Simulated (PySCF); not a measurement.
CH8Si2, charge +1, doublet, at a GFN2-xTB geometry (a state made from the parent by changing its charge; the spin is typed, not shown lowest); DF-R2SCAN/6-311++G** run with PySCF.

Here is a job for PySCF.
```python
from pyscf import gto, scf, dft

mol = gto.M(
    atom='''
Si    1.45200079    0.71313090    0.00270046
C     0.27522516   -0.85140181   -0.15436923
Si   -1.59083831   -0.28364068    0.07517120
H     2.64889478   -0.13128355   -0.21992103
H     1.16408409    1.65523852   -1.06947553
H     1.34545205    1.27682876    1.34095165
H     0.53591313   -1.59239911    0.59940417
H     0.40596155   -1.32126551   -1.12768606
H    -1.96221965    0.63112564   -0.99501694
H    -1.78085169    0.25271588    1.41541025
H    -2.06485999   -1.67541277   -0.10765440
''',
    basis='6-311++g**',
    charge=1,
    spin=1,
    verbose=4,
)

mf = dft.UKS(mol)
mf.xc = 'r2scan'
mf = mf.density_fit(auxbasis='def2-universal-jkfit')
mf.kernel()
mf.analyze()
```

It wrote (shortened):

```
PySCF version 2.14.0

[INPUT] verbose = 4
[INPUT] num. atoms = 11
[INPUT] num. electrons = 41
[INPUT] charge = 1
[INPUT] spin (= nelec alpha-beta = 2S) = 1
[INPUT] symmetry False subgroup None
[INPUT] Mole.unit = angstrom
[INPUT] Symbol           X                Y                Z      unit          X                Y                Z       unit  Magmom
[...]
nuclear repulsion = 149.10638516344
number of shells = 78
number of NR pGTOs = 205
number of NR cGTOs = 138
basis = 6-311++g**
ecp = {}

******** <class 'pyscf.df.df_jk.DFUKS'> ********
method = DFUKS
initial guess = minao
damping factor = 0
level_shift factor = 0
DIIS = <class 'pyscf.scf.diis.CDIIS'>
diis_start_cycle = 1
diis_space = 8
diis_damp = 0
SCF conv_tol = 1e-09
SCF conv_tol_grad = None
SCF max_cycles = 50
direct_scf = False
number electrons alpha = 21  beta = 20
XC library pyscf.dft.libxc version 7.1.2
    S. Lehtola, C. Steigemann, M. J. T. Oliveira, and M. A. L. Marques,  SoftwareX 7, 1–5 (2018)
XC functionals = r2scan
    J. W. Furness, A. D. Kaplan, J. Ning, J. P. Perdew, and J. Sun,  J. Phys. Chem. Lett. 11, 8208–8215 (2020)
    J. W. Furness, A. D. Kaplan, J. Ning, J. P. Perdew, and J. Sun,  J. Phys. Chem. Lett. 11, 9248–9248 (2020)
    J. W. Furness, A. D. Kaplan, J. Ning, J. P. Perdew, and J. Sun,  J. Phys. Chem. Lett. 11, 8208–8215 (2020)
    J. W. Furness, A. D. Kaplan, J. Ning, J. P. Perdew, and J. Sun,  J. Phys. Chem. Lett. 11, 9248–9248 (2020)
radial grids:
    Treutler-Ahlrichs [JCP 102, 346 (1995); DOI:10.1063/1.469408] (M4) radial grids

becke partition: Becke, JCP 88, 2547 (1988); DOI:10.1063/1.454033
pruning grids: <function nwchem_prune>
grids dens level: 3
symmetrized grids: False
atomic radii adjust function: <function treutler_atomic_radii_adjust>
small_rho_cutoff = 0
Set gradient conv threshold to 3.16228e-05
tot grids = 130944
init E= -621.502030745149

cycle= 1 E= -621.450490672505  delta_E= 0.0515  |g|= 0.205  |ddm|= 1.68
cycle= 2 E= -621.451329348693  delta_E= -0.000839  |g|= 0.196  |ddm|= 0.351
cycle= 3 E= -621.467698107225  delta_E= -0.0164  |g|= 0.0634  |ddm|= 0.185
cycle= 4 E= -621.470193884938  delta_E= -0.0025  |g|= 0.0187  |ddm|= 0.076
cycle= 5 E= -621.470405427317  delta_E= -0.000212  |g|= 0.00289  |ddm|= 0.021
cycle= 6 E= -621.470412972326  delta_E= -7.55e-06  |g|= 0.00136  |ddm|= 0.00673
cycle= 7 E= -621.47041477725  delta_E= -1.8e-06  |g|= 0.000297  |ddm|= 0.0028
cycle= 8 E= -621.470414871438  delta_E= -9.42e-08  |g|= 0.000102  |ddm|= 0.000674
cycle= 9 E= -621.470414884963  delta_E= -1.35e-08  |g|= 1.74e-05  |ddm|= 0.000241
cycle= 10 E= -621.470414885349  delta_E= -3.86e-10  |g|= 5.57e-06  |ddm|= 4.56e-05
Extra cycle  E= -621.470414885362  delta_E= -1.33e-11  |g|= 4.85e-06  |ddm|= 1.44e-05
converged SCF energy = -621.470414885362  <S^2> = 0.75707592  2S+1 = 2.0070634
**** SCF Summaries ****
Total Energy =                        -621.470414885362175
Nuclear Repulsion Energy =             149.106385163439853
One-electron Energy =                -1146.028205159306935
Two-electron Energy =                  375.451405110504879
Two-electron Coulomb Energy =          425.331273892185493
DFT Exchange-Correlation Energy =      -49.879868781680635
**** MO energy ****
                             alpha | beta                alpha | beta
[...]
To work with the spin densities directly, `use mulliken_meta_spin()` only printing them here.

 ** Mulliken spin pop alpha/beta on meta-lowdin orthogonal AOs **
 ** Mulliken Spin Density (per AO)  **
spin_pop of  0 Si 1s       -0.00000
spin_pop of  0 Si 2s        0.00000
spin_pop of  0 Si 3s       -0.00364
spin_pop of  0 Si 4s        0.00030
spin_pop of  0 Si 5s        0.00008
spin_pop of  0 Si 6s        0.00006
spin_pop of  0 Si 7s        0.00001
spin_pop of  0 Si 2px       0.00001
spin_pop of  0 Si 2py       0.00000
spin_pop of  0 Si 2pz      -0.00000
spin_pop of  0 Si 3px       0.12365
spin_pop of  0 Si 3py      -0.00355
spin_pop of  0 Si 3pz       0.00392
spin_pop of  0 Si 4px       0.00185
[...]
spin_pop of  2 Si 4pz       0.00005
spin_pop of  2 Si 5px       0.00029
spin_pop of  2 Si 5py       0.00001
spin_pop of  2 Si 5pz      -0.00001
spin_pop of  2 Si 6px       0.00004
spin_pop of  2 Si 6py       0.00003
spin_pop of  2 Si 6pz      -0.00000
spin_pop of  2 Si 7px       0.00002
spin_pop of  2 Si 7py       0.00002
spin_pop of  2 Si 7pz       0.00000
spin_pop of  2 Si 3dxy      0.00263
spin_pop of  2 Si 3dyz      0.00007
spin_pop of  2 Si 3dz^2     0.00029
spin_pop of  2 Si 3dxz      0.00022
spin_pop of  2 Si 3dx2-y2    0.00097
spin_pop of  3 H 1s        0.13288
spin_pop of  3 H 2s        0.00054
spin_pop of  3 H 3s        0.00013
spin_pop of  3 H 4s        0.00024
spin_pop of  3 H 2px      -0.00002
spin_pop of  3 H 2py       0.00079
spin_pop of  3 H 2pz       0.00003
spin_pop of  4 H 1s       -0.00578
spin_pop of  4 H 2s        0.00012
spin_pop of  4 H 3s        0.00004
spin_pop of  4 H 4s       -0.00002
spin_pop of  4 H 2px       0.00000
spin_pop of  4 H 2py       0.00001
spin_pop of  4 H 2pz      -0.00004
spin_pop of  5 H 1s       -0.00578
spin_pop of  5 H 2s        0.00012
spin_pop of  5 H 3s        0.00004
spin_pop of  5 H 4s       -0.00002
spin_pop of  5 H 2px       0.00000
spin_pop of  5 H 2py       0.00002
spin_pop of  5 H 2pz      -0.00005
spin_pop of  6 H 1s       -0.01723
spin_pop of  6 H 2s       -0.00001
spin_pop of  6 H 3s        0.00008
spin_pop of  6 H 4s        0.00000
spin_pop of  6 H 2px       0.00001
spin_pop of  6 H 2py      -0.00006
spin_pop of  6 H 2pz      -0.00006
spin_pop of  7 H 1s       -0.01722
spin_pop of  7 H 2s       -0.00001
spin_pop of  7 H 3s        0.00008
spin_pop of  7 H 4s        0.00000
spin_pop of  7 H 2px       0.00001
spin_pop of  7 H 2py      -0.00004
spin_pop of  7 H 2pz      -0.00009
spin_pop of  8 H 1s       -0.00578
spin_pop of  8 H 2s        0.00012
spin_pop of  8 H 3s        0.00004
spin_pop of  8 H 4s       -0.00002
spin_pop of  8 H 2px       0.00001
spin_pop of  8 H 2py       0.00001
spin_pop of  8 H 2pz      -0.00004
spin_pop of  9 H 1s       -0.00578
spin_pop of  9 H 2s        0.00012
spin_pop of  9 H 3s        0.00004
spin_pop of  9 H 4s       -0.00002
spin_pop of  9 H 2px       0.00001
spin_pop of  9 H 2py       0.00001
spin_pop of  9 H 2pz      -0.00005
spin_pop of  10 H 1s        0.13289
spin_pop of  10 H 2s        0.00054
spin_pop of  10 H 3s        0.00013
spin_pop of  10 H 4s        0.00024
spin_pop of  10 H 2px      -0.00022
spin_pop of  10 H 2py       0.00099
spin_pop of  10 H 2pz       0.00003
 ** Mulliken Spin Density (per atom)  **
spin density of  0 Si =      0.12823
spin density of  1 C =      0.53156
spin density of  2 Si =      0.12821
spin density of  3 H =      0.13459
spin density of  4 H =     -0.00566
spin density of  5 H =     -0.00566
spin density of  6 H =     -0.01728
spin density of  7 H =     -0.01727
spin density of  8 H =     -0.00566
spin density of  9 H =     -0.00566
spin density of  10 H =      0.13460
 ** Mulliken pop alpha/beta on meta-lowdin orthogonal AOs **
 ** Mulliken pop       alpha | beta **
In total            21.00000 | 20.00000
 ** Mulliken atomic charges   ( Nelec_alpha | Nelec_beta ) **
charge of  0Si =      0.59068  (     6.76877      6.64055 )
charge of  1C =     -0.47611  (     3.50384      2.97228 )
charge of  2Si =      0.59069  (     6.76876      6.64055 )
charge of  3H =      0.02300  (     0.55580      0.42121 )
charge of  4H =     -0.03106  (     0.51270      0.51836 )
charge of  5H =     -0.03106  (     0.51270      0.51836 )
charge of  6H =      0.18650  (     0.39811      0.41539 )
charge of  7H =      0.18649  (     0.39812      0.41539 )
charge of  8H =     -0.03106  (     0.51270      0.51836 )
charge of  9H =     -0.03106  (     0.51270      0.51836 )
charge of  10H =      0.02300  (     0.55580      0.42120 )

WARN: System has nonzero charge 1; the dipole moment is origin-dependent.
Location of origin: [0. 0. 0.]

Dipole moment(X, Y, Z, Debye):  0.25178, -0.77934, -0.14121
```
